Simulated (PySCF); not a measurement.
Species: acridine, C13H9N.
SMILES with atom numbers: `[cH:1]1[cH:2][cH:3][c:4]2[n:5][c:6]3[cH:7][cH:8][cH:9][cH:10][c:11]3[cH:12][c:13]2[cH:14]1` (hydrogens: H15 on C1; H16 on C2; H17 on C3; H18 on C7; H19 on C8; H20 on C9; H21 on C10; H22 on C12; H23 on C14)

Cartesian coordinates in Å at the PBE0-D3(BJ)/def2-SVP level; atoms count from 1:
```
atom  x, y, z in Å
C1     4.4299   -0.7614   -0.4903
C2     4.3683    0.6043   -0.0903
C3     3.1636    1.2233    0.1044
C4     1.9389    0.5137   -0.0890
N5     0.7857    1.1550    0.1113
C6    -0.3616    0.4973   -0.0684
C7    -1.5927    1.1892    0.1474
C8    -2.7910    0.5517   -0.0256
C9    -2.8397   -0.8148   -0.4241
C10   -1.6839   -1.5148   -0.6412
C11   -0.4148   -0.8863   -0.4721
C12    0.7985   -1.5455   -0.6782
C13    2.0056   -0.8689   -0.4943
C14    3.2809   -1.4783   -0.6868
H15    5.4034   -1.2338   -0.6394
H16    5.2978    1.1587    0.0608
H17    3.0893    2.2684    0.4103
H18   -1.5285    2.2354    0.4519
H19   -3.7258    1.0922    0.1422
H20   -3.8087   -1.3019   -0.5552
H21   -1.7139   -2.5641   -0.9466
H22    0.8032   -2.5960   -0.9845
H23    3.3209   -2.5269   -0.9933
```

Method: PySCF, TDDFT CAM-B3LYP/def2-SVPD, vertical, gas phase, core orbitals frozen in the response.

Kohn–Sham orbitals with the atoms that hold most of them (Löwdin shares over 4%, at most four atoms; ? is withheld):

| orbital | ε (eV) | atoms |
| --- | --- | --- |
| HOMO-3 | -8.88 | C7 12%, C3 12%, C14 12%, C10 12% |
| HOMO-2 | -8.84 | N5 56%, C4 10%, C6 10%, C13 5% |
| HOMO-1 | -8.27 | ? |
| HOMO | -7.29 | ? |
| LUMO | -1.29 | C12 14%, N5 11%, C2 7%, C8 7% |
| LUMO+1 | 0.26 | C6 10%, C4 10%, C13 10%, C11 10% |
| LUMO+2 | 0.93 | C10 11%, C14 11%, C7 11%, C3 11% |

(1) Give the leading atoms of the HOMO-1.

(2) Give the leading atoms of the HOMO.

(3) How does S1 compare with the orbital gap of 6.00 eV?

(4) One configuration dominates each of S1, S3 and S6. Which, and how do the shares of the two leading atoms of either orbital change from the occupied to the empty one?

Answers

(1) C11 (bonded to 3 C) 11%; C13 (bonded to 3 C) 11%; C4 (bonded to 2 C and N) 11%; C6 (bonded to 2 C and N) 11%.

(2) N5 (bonded to 2 C) 12%; C12 (bonded to 2 C and H) 10%; C3 (bonded to 2 C and H) 9%; C7 (bonded to 2 C and H) 9%. By element: carbon 28% or more, nitrogen 12%.

(3) S1 is at 3.63 eV (f = 0.068), 2.37 eV below the gap, made of HOMO→LUMO (97%). 

(4) 
- S1 (3.63 eV, f 0.068), HOMO→LUMO (97%): N5 12% → 11%, C12 10% → 14%
- S3 (4.13 eV, f 0.0006), HOMO-2→LUMO (96%): N5 56% → 11%, C4 10% → at most 7%, C12 at most 6% → 14%
- S6 (5.66 eV, f 0.0000), HOMO-2→LUMO+1 (96%): N5 56% → at most 10%, C4 10% → 10%, C6 10% → 10%
